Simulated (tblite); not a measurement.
Compound: C5H10BNO2.
Bonds: C1–C2, C2–C3, C3–N4 (triple), N4–B5, B5–O6, O6–C7, C7–C8, C8–O9 (double). Hydrogens: H10, H11, H12 on C1; H13, H14 on C2; H15, H16 on B5; H17, H18 on C7; H19 on C8.
Bond orders are those of one Lewis drawing.

Computed with GFN2-xTB (tblite), gas phase: L-BFGS steps from a force-field or distance-geometry start until the largest atomic force falls under 0.01 eV/Å.

Geometry at step 34:
```
atom  x, y, z in Å
C1      3.3322   -0.6666    1.0547
C2      3.0158   -0.2818   -0.3885
C3      1.6224   -0.0308   -0.6011
N4      0.5080    0.1684   -0.7833
B5     -0.9163    0.4635   -1.1058
O6     -1.6502    0.2235    0.1484
C7     -3.0251    0.3377    0.1238
C8     -3.5556    0.1628    1.5250
O9     -3.0443    0.5742    2.5231
H10     2.8125   -1.5727    1.3433
H11     3.0401    0.1174    1.7431
H12     4.4012   -0.8347    1.1501
H13     3.5813    0.6147   -0.6464
H14     3.3358   -1.0911   -1.0459
H15    -1.1727   -0.3167   -1.9815
H16    -0.9124    1.6070   -1.4788
H17    -3.3664    1.3342   -0.2320
H18    -3.5078   -0.3993   -0.5441
H19    -4.5085   -0.4005    1.5654
```

Task: Give the atomic forces at this geometry.

Result: 
```json
{"atom": "C1", "Fx (eV/Å)": "-0.004", "Fy (eV/Å)": "-0.040", "Fz (eV/Å)": "0.174"}
{"atom": "C2", "Fx (eV/Å)": "0.102", "Fy (eV/Å)": "-0.026", "Fz (eV/Å)": "0.018"}
{"atom": "C3", "Fx (eV/Å)": "0.048", "Fy (eV/Å)": "-0.016", "Fz (eV/Å)": "0.044"}
{"atom": "N4", "Fx (eV/Å)": "0.038", "Fy (eV/Å)": "0.040", "Fz (eV/Å)": "0.046"}
{"atom": "B5", "Fx (eV/Å)": "-0.068", "Fy (eV/Å)": "0.021", "Fz (eV/Å)": "-0.066"}
{"atom": "O6", "Fx (eV/Å)": "0.087", "Fy (eV/Å)": "0.043", "Fz (eV/Å)": "-0.046"}
{"atom": "C7", "Fx (eV/Å)": "0.062", "Fy (eV/Å)": "-0.041", "Fz (eV/Å)": "-0.083"}
{"atom": "C8", "Fx (eV/Å)": "-0.132", "Fy (eV/Å)": "0.085", "Fz (eV/Å)": "-0.064"}
{"atom": "O9", "Fx (eV/Å)": "0.101", "Fy (eV/Å)": "0.001", "Fz (eV/Å)": "0.181"}
{"atom": "H10", "Fx (eV/Å)": "-0.069", "Fy (eV/Å)": "-0.111", "Fz (eV/Å)": "-0.018"}
{"atom": "H11", "Fx (eV/Å)": "-0.030", "Fy (eV/Å)": "0.124", "Fz (eV/Å)": "0.044"}
{"atom": "H12", "Fx (eV/Å)": "0.023", "Fy (eV/Å)": "-0.003", "Fz (eV/Å)": "0.021"}
{"atom": "H13", "Fx (eV/Å)": "-0.014", "Fy (eV/Å)": "0.129", "Fz (eV/Å)": "-0.105"}
{"atom": "H14", "Fx (eV/Å)": "-0.032", "Fy (eV/Å)": "-0.065", "Fz (eV/Å)": "-0.162"}
{"atom": "H15", "Fx (eV/Å)": "-0.105", "Fy (eV/Å)": "-0.033", "Fz (eV/Å)": "-0.062"}
{"atom": "H16", "Fx (eV/Å)": "-0.045", "Fy (eV/Å)": "-0.001", "Fz (eV/Å)": "0.026"}
{"atom": "H17", "Fx (eV/Å)": "0.086", "Fy (eV/Å)": "-0.015", "Fz (eV/Å)": "0.067"}
{"atom": "H18", "Fx (eV/Å)": "0.107", "Fy (eV/Å)": "-0.079", "Fz (eV/Å)": "-0.023"}
{"atom": "H19", "Fx (eV/Å)": "-0.155", "Fy (eV/Å)": "-0.012", "Fz (eV/Å)": "0.007"}
```

The largest, 0.21 eV/Å, acts on O9; the rms over all components is 0.076 eV/Å. The forces sum to zero within rounding, as they must for an isolated molecule in no field.

Task: Give the force on O9 in Eh/bohr and in nN.

Result: 0.207 eV/Å ÷ 51.422 = 0.00403 Eh/bohr, and 0.207 eV/Å × 1.602 = 0.33 nN.

Task: How far is this geometry from the end of the optimisation?

Result: 0.402 eV above it, and 1.169 Å rms away after alignment. The bonds farthest from their final lengths, with half the difference of the two atoms' forces along the bond (positive lengthens):

```json
{"bond": "N4–B5", "now (Å)": "1.490", "final (Å)": "1.541", "force along bond (eV/Å)": "+0.06"}
{"bond": "B5–O6", "now (Å)": "1.473", "final (Å)": "1.454", "force along bond (eV/Å)": "-0.03"}
{"bond": "B5–H16", "now (Å)": "1.203", "final (Å)": "1.189", "force along bond (eV/Å)": "-0.02"}
{"bond": "C7–H17", "now (Å)": "1.112", "final (Å)": "1.102", "force along bond (eV/Å)": "-0.02"}
{"bond": "C8=O9", "now (Å)": "1.195", "final (Å)": "1.201", "force along bond (eV/Å)": "+0.14"}
{"bond": "C8–H19", "now (Å)": "1.108", "final (Å)": "1.113", "force along bond (eV/Å)": "+0.04"}
```

The angle farthest from its final value is C3–N4–B5, 176.3° against 165.9°.

Of the 4 listed bonds off by 0.010 Å or more, this force points towards the final length in 4.

The cost below is that of the whole relaxation. Time: 2.3 s. Hardware: one thread, Arm Neoverse N1 (aarch64) (shared host).
